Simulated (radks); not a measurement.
Problem. Spherical quantum dot in the effective-mass picture: electrons in a hard-walled sphere of radius 2.56, with a point charge +1 (a donor) at the centre, all in effective atomic units (hartree* = m*/eps^2 hartree, bohr* = eps/m* bohr), one dielectric constant everywhere. Method: non-relativistic Kohn-Sham, r2SCAN, spin-polarised, spherical densities, generalised Kohn-Sham scheme; computed with a radial shooting solver with Libxc functionals. Levels are named by radial order and angular momentum (1s, 1p, 1d, 2s, ...), and open shells are averaged over m. Each electron was tried in the lowest free levels, single moves between levels near the top were tried too, and the lowest total energy was kept; such a search can miss a lower state. Give the order in which the levels fill up to N = 31, the shell closures and the spin along the way.

Solution. Shells are first occupied in the order 1s, 1p, 1d, 2s, 1f. Open shells at each N (closed shells left out): 1: 1s(up 1, down 0); 2: none; 3: 1p(up 1, down 0); 4: 1p(up 2, down 0); 5: 1p(up 3, down 0); 6: 1p(up 3, down 1); 7: 1p(up 3, down 2); 8: none; 9: 1d(up 1, down 0); 10: 1d(up 2, down 0); 11: 1d(up 3, down 0); 12: 1d(up 4, down 0); 13: 1d(up 5, down 0); 14: 1d(up 5, down 1); 15: 1d(up 5, down 2); 16: 1d(up 5, down 3); 17: 1d(up 5, down 4); 18: none; 19: 2s(up 1, down 0); 20: none; 21: 1f(up 1, down 0); 22: 1f(up 2, down 0); 23: 1f(up 3, down 0); 24: 2s(up 1, down 0) 1f(up 5, down 0); 25: 2s(up 1, down 0) 1f(up 6, down 0); 26: 2s(up 1, down 0) 1f(up 7, down 0); 27: 1f(up 7, down 0); 28: 1f(up 7, down 1); 29: 2s(up 1, down 0) 1f(up 7, down 3); 30: 2s(up 1, down 0) 1f(up 7, down 4); 31: 2s(up 1, down 0) 1f(up 7, down 5). All shells are closed at N = 2, 8, 18, 20 (there: 1s2 1p6 1d10 2s2). Largest 2S: 8, at N = 26.
